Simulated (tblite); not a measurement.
Input of a run (GFN2-xTB geometry optimisation, gas phase (tblite 0.8.0)), started from a force field or distance geometry:
```
{"job": {"kind": "relax", "xc": "GFN2-xTB", "basis": "xTB"}, "charge": -1, "multiplicity": 1}
P     -2.688900     1.025900     0.506500
C     -2.475100    -0.584000    -0.386900
C     -1.019300    -1.078600    -0.333900
P      0.032300     0.175900    -1.145400
C      1.763300    -0.320500    -0.861200
C      2.675200     0.910300    -0.919300
C      2.496500     0.117300     0.356000
H     -3.973100     1.146300     1.158000
H     -2.527800     2.159300    -0.415000
H     -2.898000    -0.567200    -1.394400
H     -3.044400    -1.359200     0.184900
H     -0.664600    -1.200400     0.704200
H     -0.984200    -2.060700    -0.849300
H      2.125300    -1.257700    -1.338300
H      2.190900     1.913700    -0.957600
H      3.661600     0.837000    -1.385700
H      3.347700    -0.536600     0.649800
H      1.973900     0.685500     1.151100
```

Output (eV, eV/Å):
```
step      E/eV     max force
  0    -583.35212    2.867
  1    -583.64304    2.279
  2    -584.13113    1.293
  3    -584.24372    1.196
  4    -584.40233    0.876
  5    -584.45781    0.569
  6    -584.50017    0.431
  7    -584.52410    0.415
  8    -584.55563    0.503
  9    -584.58523    0.486
 10    -584.61183    0.361
 11    -584.63146    0.333
 12    -584.65168    0.358
 13    -584.67118    0.416
 14    -584.69124    0.449
 15    -584.70957    0.410
 16    -584.72590    0.347
 17    -584.74441    0.436
 18    -584.76722    0.425
 19    -584.78643    0.294
 20    -584.79692    0.178
 21    -584.80207    0.158
 22    -584.80515    0.156
 23    -584.80816    0.147
 24    -584.81135    0.132
 25    -584.81474    0.156
 26    -584.81853    0.171
 27    -584.82266    0.146
 28    -584.82684    0.192
 29    -584.83059    0.164
 30    -584.83371    0.188
 31    -584.83645    0.163
 32    -584.83943    0.139
 33    -584.84297    0.177
 34    -584.84698    0.165
 35    -584.85097    0.139
 36    -584.85474    0.154
 37    -584.85886    0.141
 38    -584.86343    0.172
 39    -584.86811    0.158
 40    -584.87298    0.162
 41    -584.87841    0.179
 42    -584.88449    0.229
 43    -584.89034    0.251
 44    -584.89469    0.186
 45    -584.89513    0.220
 46    -584.89837    0.097
 47    -584.89941    0.082
 48    -584.90181    0.082
 49    -584.90336    0.114
 50    -584.90586    0.111
 51    -584.90777    0.101
 52    -584.90950    0.089
 53    -584.91120    0.100
 54    -584.91334    0.126
 55    -584.91551    0.113
 56    -584.91745    0.106
 57    -584.91908    0.172
 58    -584.92177    0.114
 59    -584.92590    0.144
 60    -584.92952    0.146
 61    -584.93377    0.208
 62    -584.93562    0.211
 63    -584.94116    0.232
 64    -584.94621    0.187
 65    -584.95537    0.273
 66    -584.96093    0.260
 67    -584.96849    0.217
 68    -584.97742    0.235
 69    -584.98301    0.255
 70    -584.98765    0.126
 71    -584.98951    0.083
 72    -584.99048    0.077
 73    -584.99194    0.074
 74    -584.99382    0.074
 75    -584.99475    0.087
 76    -584.99584    0.081
 77    -584.99688    0.067
 78    -584.99765    0.054
 79    -584.99808    0.049
 80    -584.99843    0.050
 81    -584.99883    0.050
 82    -584.99925    0.059
 83    -584.99961    0.055
 84    -584.99987    0.040
 85    -585.00006    0.031
 86    -585.00024    0.031
 87    -585.00044    0.042
 88    -585.00070    0.055
 89    -585.00106    0.053
 90    -585.00149    0.052
 91    -585.00198    0.060
 92    -585.00255    0.060
 93    -585.00321    0.062
 94    -585.00402    0.061
 95    -585.00486    0.078
 96    -585.00584    0.097
 97    -585.00684    0.095
 98    -585.00830    0.080
 99    -585.00940    0.077
100    -585.01047    0.068
101    -585.01134    0.060
102    -585.01197    0.089
103    -585.01249    0.087
104    -585.01320    0.063
105    -585.01405    0.056
106    -585.01481    0.069
107    -585.01605    0.082
108    -585.01737    0.084
109    -585.01861    0.081
110    -585.01962    0.077
111    -585.02024    0.106
112    -585.02203    0.087
113    -585.02429    0.091
114    -585.02987    0.165
115    -585.03190    0.139
116    -585.03452    0.096
117    -585.03756    0.085
118    -585.03866    0.092
119    -585.04026    0.094
120    -585.04105    0.061
121    -585.04150    0.057
122    -585.04182    0.064
123    -585.04216    0.041
124    -585.04254    0.032
125    -585.04279    0.023
126    -585.04289    0.018
127    -585.04293    0.012
128    -585.04295    0.009
```

Q: Summarise the run.

A: The energy falls by 1.691 eV over 128 L-BFGS steps, the largest force on an atom goes from 2.87 to 0.009 eV/Å, and the atoms move by 1.202 Å rms after alignment. The bond that changes most is P1–H9 (phosphine phosphorus to P–H hydrogen), which shortens by 0.076 Å. Bonds longer at the end by more than 0.005 Å: 4 of 18; shorter: 12. Among the angles that change most is C2–P1–H8, from 113.1° to 89.2°. Among the dihedrals that turn most is H12–C3–P4–C5, from 51° to -43°. The energy never rose by more than 1e-5 eV on the way. The first step brought 17 % of the lowering.

Q: What are the final bond lengths?

A: P1–C2 1.857 Å, C2–C3 1.523 Å, C3–P4 1.861 Å, P4–C5 1.843 Å, C5–C6 1.499 Å, C6–C7 1.495 Å, C5–C7 1.503 Å, P1–H8 1.511 Å, P1–H9 1.394 Å, C2–H10 1.097 Å, C2–H11 1.097 Å, C3–H12 1.096 Å, C3–H13 1.096 Å, C5–H14 1.091 Å, C6–H15 1.080 Å, C6–H16 1.084 Å, C7–H17 1.085 Å, C7–H18 1.081 Å. Numbering counts from 1 in the input's order; the species is `PCC[P-]C1CC1`.

Its GFN2-xTB frequencies are all real (lowest 28 cm⁻¹).

One conformer stands for the species.

These are computed values.
